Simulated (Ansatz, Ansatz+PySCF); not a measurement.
```yaml
atoms:
  - { symbol: Mg, position_ang: [-0.9391, -0.9294, -0.9307] }
  - { symbol: O, position_ang: [-1.0236, -1.0102, 1.0204] }
  - { symbol: O, position_ang: [-1.0273, 1.0171, -1.0137] }
  - { symbol: Mg, position_ang: [-0.9399, 0.9408, 0.9282] }
  - { symbol: O, position_ang: [1.0147, -1.0268, -1.0234] }
  - { symbol: Mg, position_ang: [0.9438, -0.9329, 0.9308] }
  - { symbol: Mg, position_ang: [0.9374, 0.9382, -0.9468] }
  - { symbol: O, position_ang: [1.0289, 1.0181, 1.0197] }
```

RHF-MP2 on singlet Mg₄O₄ was run in several spherical basis sets with Ansatz (development build ahead of 0.2.0). Frozen core: 8 orbitals.

Question: Rank the basis sets by the total energy that they give, lowest first, with the distance from the lowest.
A. 6-31G(d)
B. cc-pVDZ
C. STO-3G
D. def2-SVP

Answer: B (0.00 eV), A (2.47 eV), D (15.33 eV), C (399.61 eV).

Totals follow the description of the cores as much as that of the bonds, so this order isn't one of quality for chemistry.
